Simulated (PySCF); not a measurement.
**Structure elucidation problem**

The spectra below were simulated for a compound C₇H₁₀ClFO.

1H NMR (300 MHz, computed): δ 6.06 (m, 1H), 5.92 (m, 1H), 5.83 (m, 1H), 2.26 (m, 1H), 1.12 (d, 3H), 1.06 (d, 3H).

13C{1H} NMR (computed): δ 190.4 (C), 144.1 (CH), 125.6 (CH2), 105.8 (C), 41.1 (CH), 18.2 (CH3), 18.1 (CH3).

PySCF 2.14 calculation with NMR shieldings at PBE0/pcSseg-1/GIAO and GFN2-xTB geometry; rapidly exchanging positions averaged, isolated molecule, single conformer, no relativistic terms.

Shifts are taken against calculated references (same method and geometry level): TMS for 1H and 13C.

Task: Choose the structure that fits.
A. C[C@@H]1[C@@H](F)C[C@]1(C)C(=O)Cl
B. CC(C)(C)/C(=C\F)C(=O)Cl
C. C=C[C@](F)(C(=O)Cl)C(C)C
D. C=C[C@@](C)(C(=O)Cl)[C@@H](C)F

Result: C. 

- The formula gives 2 degrees of unsaturation (no ring in the answer).
- 7 carbon signals for 7 carbons: no two carbons are equivalent.
- Carbon types of the structure: 2 × C, 2 × CH, 1 × CH2, 2 × CH3, which accounts for all hydrogens.
- δC 190.4: carbonyl carbon.
- δC 144.1: alkene CH; the olefinic region.
- δC 125.6: terminal =CH2 carbon; an sp2 carbon of a C=C bond.
- δC 105.8: fully substituted sp3 carbon bonded to F, α to a carbonyl; pulled downfield by the heteroatom.
- δH 1.12, 1.06: hydrogen on a methyl carbon; far from electronegative atoms and π systems.

The others: C=C[C@@](C)(C(=O)Cl)[C@@H](C)F has carbons computed at 190.7, 143.5, 126.7, 94.2, 63.3, 22.9, 19.0; C[C@@H]1[C@@H](F)C[C@]1(C)C(=O)Cl has carbons computed at 191.1, 90.8, 52.3, 49.1, 39.4, 29.5, 17.3; CC(C)(C)/C(=C\F)C(=O)Cl would give 5 carbon signals, not 7.

Carbons that carry Cl, above all several Cl atoms, come out too deshielded, partly because spin–orbit coupling is missing. Splittings by 19F in the carbon and heteronuclear signals aren't shown, as no couplings were computed. Shifts are as computed. Against solution values, carbons near 30 ppm lie about +3 ppm off and those near 130 ppm about +5 ppm; carbons on Cl a further +6 ppm. Of 1211 compounds with measured shifts, 218 miss one by over three times the rms of a fit or turn the order of signals round; such compounds aren't used in these exercises. Multiplicities follow the n + 1 count of equivalent neighbours, as no J values were calculated; m marks all less simple cases, F and P coupling included.
